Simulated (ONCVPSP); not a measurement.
**tantalum (Ta): what ONCVPSP 4.0.1 does with a changed input**

Command:

```bash
oncvpspr.x < Ta.dat > Ta.out
```

Input:

```
# ATOM AND REFERENCE CONFIGURATION
# atsym  z   nc   nv     iexc    psfile
  Ta 73.00   11    3        4      upf
#
#   n    l    f
    1    0    2.00
    2    0    2.00
    2    1    6.00
    3    0    2.00
    3    1    6.00
    3    2   10.00
    4    0    2.00
    4    1    6.00
    4    2   10.00
    4    3   14.00
    5    0    2.00
    5    1    6.00
    5    2    3.00
    6    0    2.00
#
# PSEUDOPOTENTIAL AND OPTIMIZATION
# lmax
    3
#
#   l,   rc,      ep,       ncon, nbas, qcut
    0    2.85    0.00    5    9    2.50
    1    1.90    0.00    3    7    6.40
    2    2.65    0.00    7    9    6.90
    3    2.15    0.18    3    8    5.20
#
# LOCAL POTENTIAL
# lloc, lpopt,  rc(5),   dvloc0
    4    5    1.60    6.00
#
# VANDERBILT-KLEINMAN-BYLANDER PROJECTORs
# l, nproj, debl
    0    2    3.30
    1    2    3.10
    2    2    3.60
    3    2    3.20
#
# MODEL CORE CHARGE
# icmod, fcfact, rcfact
    2    0.60    1.00
#
# LOG DERIVATIVE ANALYSIS
# epsh1, epsh2, depsh
   -3.00    5.00    0.02
#
# OUTPUT GRID
# rlmax, drl
    6.00    0.01
#
# TEST CONFIGURATIONS
# ncnf
    4
# nvcnf
#   n    l    f
    3
    5    1    6.00
    5    2    3.00
    6    0    1.00
#
    3
    5    1    6.00
    5    2    3.00
    6    0    0.00
#
    3
    5    1    6.00
    5    2    2.00
    6    0    0.00
#
    3
    5    1    5.00
    5    2    3.00
    6    0    2.00
#
```

This is an input that runs to its end, with one change: ncon of l = 2 set to 7. The unchanged file is no sound one. Note: no bound ghost flagged; GHOST(+) flagged for s at 73.5 eV.

Q: How does the run end?

A: The program refuses the input: "test_data: must have 3 <= ncon <= 5, l= 2".

```
ONCVPSP  (Optimized Norm-Conservinng Vanderbilt PSeudopotential)
relativistic version 4.0.1

test_data: must have 3 <= ncon <= 5, l=   2
test_data: must have ncon+3 <= nbas <= ncon+5, l=   2
 for nproj=2
ERROR: test_data found   2 ERROR; stopping
```
